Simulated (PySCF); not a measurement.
**Two-component Hartree-Fock for Pd+ (palladium, charge +1)**

Start: [Kr] 4d9; 4d3/2 filled at m_j = -3/2, -1/2, +1/2, +3/2; 4d5/2 filled at m_j = -3/2, -1/2, +1/2, +3/2, +5/2. Calculated with PySCF 2.14 in x2c-TZVPall-2c: generalised Hartree-Fock with the X2C-1e Hamiltonian and a Gaussian nucleus; one run each with spin-orbit coupling (SO) switched off, then screened by Boettger's factors. This is a chosen level, not necessarily the ground level.

```tsv
spinor shell	electrons	ε, spin-free (eV)	ε, screened SO (eV)	weight of nominal j (screened SO)	rms radius, screened SO (bohr)
1s1/2	2	-24486.9	-24485.1	1.000	0.0365
2s1/2	2	-3668.7	-3668.2	1.000	0.150
2p1/2	2	-3283.5	-3393.8	1.000	0.130
2p3/2	4	-3283.5	-3232.4	1.000	0.135
3s1/2	2	-706.75	-706.60	1.000	0.403
3p1/2	2	-576.92	-596.83	1.000	0.399
3p3/2	4	-576.92	-567.61	1.000	0.410
3d3/2	4	-371.08	-374.56	0.999	0.387
3d5/2	6	-371.08	-368.60	0.999	0.390
4s1/2	2	-116.44	-116.40	1.000	1.02
4p1/2	2	-77.074	-80.978	0.985	1.10
4p3/2	4	-77.074	-75.207	0.992	1.13
4d3/2	4	-20.666	-21.220	0.900	1.57
4d5/2	5	-20.666	-20.233	0.920	1.60
```

```json
{"quantity": "E (hartree)", "spin-free": "-5042.08843", "screened SO": "-5042.94988"}
{"quantity": "M_J", "spin-free": "5/2", "screened SO": "5/2"}
{"quantity": "⟨J²⟩", "spin-free": "8.777", "screened SO": "8.780"}
{"quantity": "⟨L²⟩", "spin-free": "6.021", "screened SO": "6.036"}
{"quantity": "⟨S²⟩", "spin-free": "0.755", "screened SO": "0.769"}
```

Each row is a mean over spinors that exchange with the open shell spreads, by up to 4.960 eV (4p3/2).

Breit and QED terms are absent; they matter most for the inner s and p1/2 levels.

Densities and radii are taken from the X2C orbitals without a picture-change correction, which distorts them close to the nucleus.

Without spin-orbit coupling the j labels of p, d and f shells carry no meaning; the spin-free column gives the mean over the occupied spinors of each nl shell.
